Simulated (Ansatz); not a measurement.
A nudged elastic band was laid between two geometries of ClF2GeH (5 atoms, charge 0, multiplicity 1).

Level of theory: Ansatz 0.2.0, RKS PBE0/def2-SVP.

```
movable images  : 7
climbing image  : yes
spring          : 0.1 eV/Å²
optimiser       : quadratic models (default)
start path      : through a guess of the saddle point
force threshold : 0.05 eV/Å
iteration limit : 60
end points      : relaxed
```

First end point:

```xyz
5
Properties=species:S:1:pos:R:3
Ge 0.297 0.044 0.117
F 0.291 0.029 1.836
H 1.722 -0.001 -0.411
Cl -0.807 1.736 -0.528
F -0.564 -1.368 -0.349
```

Last end point:

```xyz
5
Properties=species:S:1:pos:R:3
Ge 0.560 0.516 -0.927
F 1.103 0.023 1.324
H 0.575 -0.726 1.078
Cl -1.192 1.721 -0.397
F -0.108 -1.093 -0.414
```

Which bonds break or form, and what moves?

Bonds broken: Ge1–F2, Ge1–H3. Bonds formed: F2–H3. ClF2GeH becomes ClFGe + FH.

What energy profile does the band end with?

The forces met the threshold. The highest image is number 3 of 0 to 8, 235.4 kJ/mol above the first end and 171.6 kJ/mol above the last; the last end lies 63.8 kJ/mol above the first. Neighbouring images differ by up to 1.3 eV, so the band resolves the path poorly. Another band between the same ends (7 images) ends at a top of the same energy, where a vibrational analysis finds 1 clearly imaginary mode. The orbitals stay closed-shell, which can raise the energy where a bond breaks towards radicals; this wasn't checked here.

```json
{"image": "0", "path coordinate (Å)": "0.00", "energy (kJ/mol)": "0.0", "Ge1–F2 (Å)": "1.72", "Ge1–H3 (Å)": "1.52", "F2–H3 (Å)": "2.66"}
{"image": "1", "path coordinate (Å)": "0.42", "energy (kJ/mol)": "29.7", "Ge1–F2 (Å)": "1.72", "Ge1–H3 (Å)": "1.51", "F2–H3 (Å)": "2.28"}
{"image": "2", "path coordinate (Å)": "0.84", "energy (kJ/mol)": "136.4", "Ge1–F2 (Å)": "1.78", "Ge1–H3 (Å)": "1.52", "F2–H3 (Å)": "1.80"}
{"image": "3", "path coordinate (Å)": "1.27", "energy (kJ/mol)": "235.4", "Ge1–F2 (Å)": "1.95", "Ge1–H3 (Å)": "1.62", "F2–H3 (Å)": "1.34"}
{"image": "4", "path coordinate (Å)": "1.85", "energy (kJ/mol)": "113.5", "Ge1–F2 (Å)": "2.33", "Ge1–H3 (Å)": "2.17", "F2–H3 (Å)": "0.94"}
{"image": "5", "path coordinate (Å)": "2.43", "energy (kJ/mol)": "91.3", "Ge1–F2 (Å)": "2.45", "Ge1–H3 (Å)": "2.89", "F2–H3 (Å)": "0.93"}
{"image": "6", "path coordinate (Å)": "3.04", "energy (kJ/mol)": "87.8", "Ge1–F2 (Å)": "2.47", "Ge1–H3 (Å)": "2.98", "F2–H3 (Å)": "0.93"}
{"image": "7", "path coordinate (Å)": "3.65", "energy (kJ/mol)": "76.6", "Ge1–F2 (Å)": "2.45", "Ge1–H3 (Å)": "2.80", "F2–H3 (Å)": "0.93"}
{"image": "8", "path coordinate (Å)": "4.27", "energy (kJ/mol)": "63.8", "Ge1–F2 (Å)": "2.37", "Ge1–H3 (Å)": "2.36", "F2–H3 (Å)": "0.95"}
```

What is the geometry of the highest image?


```xyz
5
Properties=species:S:1:pos:R:3:forces:R:3
Ge 0.256 0.041 -0.337 0.00 0.00 0.00
F 0.869 0.024 1.515 0.00 0.00 0.00
H 1.673 -0.026 0.438 0.00 0.00 0.00
Cl -1.053 1.724 -0.555 0.00 0.00 0.00
F -0.807 -1.322 -0.395 0.00 0.00 0.00
```

Time of the run: 3.4 min on 2 threads of Arm Neoverse V1, on a shared host, peak memory 0.16 GiB.
